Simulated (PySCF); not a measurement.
# Pb (lead, neutral) across methods

[Xe] 4f14 5d10 6s2 6p2, high-spin 3P determinant. Computed with PySCF 2.14 in x2c-QZVPPall, with the spin-free X2C one-electron Hamiltonian (Gaussian nucleus).

```tsv
method	E (hartree)	mean ε 6s α (eV)	mean ε 6s β (eV)	mean ε 6p α (eV)	Σ⟨r²⟩ (bohr²)	⟨S²⟩
UHF	-20880.15289	-16.951	-13.689	-6.957	73.86	2.011
PBE	-20886.26	-12.292	-11.322	-3.928	73.66	2.002
r2SCAN	-20886.22	-12.762	-11.418	-4.204	72.85	2.005
PBE0	-20885.97	-13.669	-12.165	-4.806	73.15	2.003
```

(1) Estimate the same row for LDA.

Spin-orbit coupling is strong in this species (close to jj coupling), so the high-spin LS determinant is a model state, not a physical level.

## Answers

(1) E (hartree) = -20873.71; mean ε 6s α (eV) = -12.538; mean ε 6s β (eV) = -11.707; mean ε 6p α (eV) = -4.016; Σ⟨r²⟩ (bohr²) = 73.33; ⟨S²⟩ = 2.001.
